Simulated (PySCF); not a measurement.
## Calculated data, CH$_{4}$B$_{3}$, AlBFH$_{2}$O, B$_{2}$ClH$_{2}$O, CH$_{3}$AlCl and others

Calculation on a computer-drawn molecule: optimised geometry and harmonic frequencies of an isolated molecule of the commonest isotopes, restricted reference for singlets and unrestricted otherwise, frozen core in MP2. Program: PySCF 2.14.0.

(1) CH$_{4}$B$_{3}$

Start structure:
```xyz
8
CH4B3
B     -0.9975     0.2082     1.4001
B      0.4175     0.6311     0.9851
C      1.7598    -0.0988     1.3513
B      1.7140    -1.1404     2.1910
H     -2.0990    -0.0744     1.7208
H      0.4892     1.5971     0.3285
H      2.6271     0.4698     0.9054
H      1.5566    -2.0644     2.8657
```

Settings of this run: charge 0, multiplicity 2, method HF and basis cc-pVDZ.

Results for CH$_{4}$B$_{3}$: rotational constants 19.2, 5.632, 4.355 GHz; total energy -114.1191 hartree; spin squared 0.7756; convergence status largest gradient component 1.882e-05 hartree/bohr.

Drawn bonds:
| atom | other atom | order |
| --- | --- | --- |
| 1 | 2 | 1 |
| 2 | 3 | 1 |
| 3 | 4 | 2 |
| 1 | 5 | 1 |
| 2 | 6 | 1 |
| 3 | 7 | 1 |
| 4 | 8 | 1 |

Optimised structure:
```xyz
8
CH4B3
B     -1.1061     0.2368     1.4071
B      0.4126     0.6176     1.0006
C      1.7669    -0.0481     1.3679
B      1.7882    -1.1718     2.1812
H     -2.2470     0.0361     1.6509
H      0.4254     1.5976     0.2880
H      2.6840     0.3815     0.9776
H      1.7438    -2.1215     2.8745
```

Modes:
| frequency (cm⁻¹) | reduced mass (dalton) |
| --- | --- |
| 86.16 | 1.686 |
| 114.7 | 2.722 |
| 219.5 | 1.368 |
| 252.5 | 2.407 |
| 598.6 | 1.29 |
| 719.6 | 1.759 |
| 740.4 | 1.397 |
| 835.7 | 1.484 |
| 862.6 | 2.172 |
| 879.4 | 1.582 |
| 964 | 1.3 |
| 1139 | 1.437 |
| 1282 | 3.059 |
| 1536 | 5.681 |
| 2608 | 1.086 |
| 2861 | 1.107 |
| 2933 | 1.13 |
| 3319 | 1.088 |

(2) AlBFH$_{2}$O

Start structure:
```xyz
6
AlBFH2O
O      0.0987    -0.1943    -0.6290
B      0.6481     0.8099     0.0764
Al    -1.4075     0.8222     0.6255
F     -2.2480     1.8651     1.6238
H      0.6033    -0.7461    -1.2495
H      1.8433     0.9974    -0.0067
```

Settings of this run: charge 0, multiplicity 2, method HF and basis cc-pV(D+d)Z.

Results for AlBFH$_{2}$O: rotational constants 19.16, 2.525, 2.427 GHz; total energy -442.1546 hartree; spin squared 0.7721; convergence status largest gradient component 3.592e-05 hartree/bohr.

Drawn bonds:
| atom | other atom | order |
| --- | --- | --- |
| 1 | 2 | 1 |
| 2 | 3 | 1 |
| 3 | 4 | 1 |
| 1 | 5 | 1 |
| 2 | 6 | 1 |

Optimised structure:
```xyz
6
AlBFH2O
O      0.1822    -0.3803    -0.9765
B      0.3779     0.4560     0.0662
Al    -1.3219     0.8355     1.3966
F     -2.1397     2.2745     1.1856
H      0.9571    -0.5400    -1.4970
H      1.4823     0.9086     0.2656
```

Modes:
| frequency (cm⁻¹) | reduced mass (dalton) |
| --- | --- |
| 57 | 5.163 |
| 163.9 | 4.122 |
| 218.7 | 7.3 |
| 481.2 | 3.725 |
| 569.4 | 1.391 |
| 818.4 | 16.8 |
| 898.9 | 1.367 |
| 1043 | 1.025 |
| 1260 | 1.671 |
| 1352 | 4.105 |
| 2616 | 1.09 |
| 4129 | 1.066 |

(3) B$_{2}$ClH$_{2}$O

Start structure:
```xyz
6
B2ClH2O
B     -1.8260    -2.3134     1.1597
O     -1.7922    -1.3870     2.1802
B     -1.7292    -0.6306     3.1327
Cl    -1.8167     0.3157     4.3826
H     -0.7419    -2.9406     1.0255
H     -2.6496    -2.3421     0.4031
```

Here we set charge 1, multiplicity 1, method HF and basis cc-pV(D+d)Z.

It finds rotational constants 217.5, 2.333, 2.309 GHz; total energy -584.7298 hartree; convergence status largest gradient component 1.024e-05 hartree/bohr.

Drawn bonds:
| atom | other atom | order |
| --- | --- | --- |
| 1 | 2 | 1 |
| 2 | 3 | 1 |
| 3 | 4 | 1 |
| 1 | 5 | 1 |
| 1 | 6 | 1 |

Optimised structure:
```xyz
6
B2ClH2O
B     -1.7364    -2.3371     1.0854
O     -1.7629    -1.4174     2.2088
B     -1.7857    -0.6412     3.1571
Cl    -1.8157     0.3939     4.4217
H     -0.7484    -2.9775     0.9982
H     -2.7064    -2.3187     0.4126
```

Modes:
| frequency (cm⁻¹) | reduced mass (dalton) |
| --- | --- |
| 67.56 | 3.772 |
| 94.88 | 5.214 |
| 416.1 | 11.19 |
| 436.6 | 11.77 |
| 588.2 | 7.868 |
| 1018 | 1.258 |
| 1031 | 10.64 |
| 1106 | 1.313 |
| 1291 | 1.102 |
| 2005 | 11.77 |
| 2809 | 1.037 |
| 2967 | 1.147 |

(4) CH$_{3}$AlCl

Start structure:
```xyz
6
CH3AlCl
C      0.6266     0.1736    -1.1568
Al     0.7968     1.1210     0.5621
Cl     2.0368     0.1902     2.0380
H     -0.0188     0.6957    -1.8675
H      1.6166     0.0511    -1.6107
H      0.2180    -0.8291    -0.9872
```

Here we set charge 0, multiplicity 2, method MP2 and basis cc-pV(D+d)Z.

It finds rotational constants 22.94, 3.425, 3.038 GHz; total energy -741.4204 hartree; spin squared 0.7559; convergence status largest gradient component 2.642e-05 hartree/bohr.

Drawn bonds:
| atom | other atom | order |
| --- | --- | --- |
| 1 | 2 | 1 |
| 2 | 3 | 1 |
| 1 | 4 | 1 |
| 1 | 5 | 1 |
| 1 | 6 | 1 |

Optimised structure:
```xyz
6
CH3AlCl
C      0.6258     0.1745    -1.1572
Al     0.8017     1.1149     0.5647
Cl     2.0355     0.1953     2.0422
H     -0.0257     0.7037    -1.8718
H      1.6251     0.0511    -1.6145
H      0.2136    -0.8371    -0.9854
```

Modes:
| frequency (cm⁻¹) | reduced mass (dalton) |
| --- | --- |
| 57.42 | 1.111 |
| 162 | 3.827 |
| 482.7 | 10.23 |
| 560.9 | 1.17 |
| 633.5 | 4.649 |
| 692.5 | 1.392 |
| 1202 | 1.226 |
| 1433 | 1.053 |
| 1442 | 1.057 |
| 3066 | 1.034 |
| 3166 | 1.099 |
| 3193 | 1.101 |

(5) AlBFH$_{2}$N

Start structure:
```xyz
6
AlBFH2N
F     -0.8753     1.2573    -0.9808
B      0.0923     0.7626    -0.3579
N      0.2369    -0.6210    -0.1486
Al     1.3895    -1.7300     0.6471
H      0.9528     1.4983    -0.0368
H     -0.5810    -1.1347    -0.5773
```

Here we set charge 0, multiplicity 1, method HF and basis cc-pV(D+d)Z.

Results for AlBFH$_{2}$N: rotational constants 52.4, 2.5, 2.386 GHz; total energy -421.7851 hartree; convergence status largest gradient component 2.202e-05 hartree/bohr.

Drawn bonds:
| atom | other atom | order |
| --- | --- | --- |
| 1 | 2 | 1 |
| 2 | 3 | 1 |
| 3 | 4 | 1 |
| 2 | 5 | 1 |
| 3 | 6 | 1 |

Optimised structure:
```xyz
6
AlBFH2N
F     -0.8950     1.3125    -1.0130
B      0.1241     0.7164    -0.3710
N      0.1506    -0.6743    -0.1908
Al     1.4833    -1.6045     0.6675
H      1.0037     1.4269     0.0375
H     -0.6514    -1.1445    -0.5845
```

Modes:
| frequency (cm⁻¹) | reduced mass (dalton) |
| --- | --- |
| 134 | 6.826 |
| 148.8 | 7.134 |
| 408.8 | 11.65 |
| 733.4 | 1.272 |
| 743 | 3.426 |
| 1005 | 1.537 |
| 1129 | 4.804 |
| 1163 | 1.224 |
| 1250 | 1.697 |
| 1489 | 3.88 |
| 2707 | 1.093 |
| 3727 | 1.073 |

(6) BClHOSi

Start structure:
```xyz
5
BClHOSi
O     -0.1092     1.3318     2.7546
Si    -0.4339     0.3232     1.7366
B      1.2892    -0.3649     0.9755
Cl     2.8479    -0.5477     0.6574
H     -1.6597    -0.3172     1.2593
```

Settings of this run: charge 1, multiplicity 1, method HF and basis cc-pV(D+d)Z.

Drawn bonds:
| atom | other atom | order |
| --- | --- | --- |
| 1 | 2 | 2 |
| 2 | 3 | 1 |
| 3 | 4 | 1 |
| 2 | 5 | 1 |

Q: Estimate the rotational constants of BClHOSi (entry 6).
A: 20.26, 1.74, 1.602 GHz

Q: Estimate the total energy of BClHOSi (entry 6).
A: -848.2639 hartree

Further results for BClHOSi (entry 6):

```
convergence status largest gradient component : 3.194e-05 hartree/bohr
```

Optimised structure:
```xyz
5
BClHOSi
O     -0.1197     1.3588     2.7650
Si    -0.4862     0.3157     1.7722
B      1.3415    -0.3008     1.0217
Cl     2.8667    -0.6094     0.5992
H     -1.6679    -0.3392     1.2253
```

Modes:
| frequency (cm⁻¹) | reduced mass (dalton) |
| --- | --- |
| 97.27 | 11.9 |
| 245.6 | 5.723 |
| 344.5 | 11.28 |
| 417.5 | 13.58 |
| 599.5 | 1.343 |
| 823.8 | 1.11 |
| 1289 | 12.35 |
| 1350 | 14.98 |
| 2457 | 1.05 |
